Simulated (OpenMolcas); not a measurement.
# C2H7BO (SMILES CCBO): methods side by side

C2H7BO: 11 atoms, total charge 0, spin state singlet. As SMILES, `CCBO`. Geometry: relaxed at PBE0-D4/def2-TZVP. This is one conformer, not always the lowest.

Each level gives the vertical energy of the triplet above the singlet (eV). The values are calculated.

```json
{"level": "HF/def2-SVP", "kind": "Hartree–Fock", "program": "OpenMolcas", "value (eV)": "6.82"}
{"level": "PBE/def2-SVP", "kind": "GGA", "program": "OpenMolcas", "value (eV)": "5.76"}
{"level": "revPBE/def2-SVP", "kind": "GGA", "program": "OpenMolcas", "value (eV)": "5.78"}
{"level": "M06-L/def2-SVP", "kind": "meta-GGA", "program": "OpenMolcas", "value (eV)": "6.16"}
{"level": "TPSS/def2-SVP", "kind": "meta-GGA", "program": "OpenMolcas", "value (eV)": "5.91"}
{"level": "r2SCAN/def2-SVP", "kind": "meta-GGA", "program": "OpenMolcas", "value (eV)": "5.88"}
{"level": "BHLYP/def2-SVP", "kind": "global hybrid", "program": "OpenMolcas", "value (eV)": "6.57"}
{"level": "M06-2X/def2-SVP", "kind": "hybrid meta-GGA", "program": "OpenMolcas", "value (eV)": "6.47"}
```

The values span 5.76 to 6.82 eV. A triplet this far above the singlet is often a Rydberg-like or dissociative state; sets without diffuse functions put Rydberg states too high.
